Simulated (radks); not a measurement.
Valence configurations of C II (all share [He]). Method: scalar-relativistic Kohn-Sham, BLYP, spin-polarised, spherical densities, point nucleus; open shells are filled with parallel spins first; computed with a radial shooting solver on a logarithmic mesh with Libxc functionals. Energies are relative to 2s2 2p1; eigenvalues in eV for spin up.

| valence | E (eV) | moment (Bohr magnetons) | e(2p) | e(2s) |
|---|---|---|---|---|
| 2s2 2p1 | 0.000 | 1 | -17.677 | -26.351 |
| 2s1 2p2 | 5.277 | 3 | -18.329 | -27.139 |
| 2s0.5 2p2.5 | 9.674 | 3 | -18.351 | -27.131 |
| 2p3 | 14.058 | 3 | -18.369 | - |

NIST lists [He] 2s2 2p1 as the ground configuration; this level of theory agrees among the configurations tried. The energies are those of spherical high-spin densities, not of single terms.
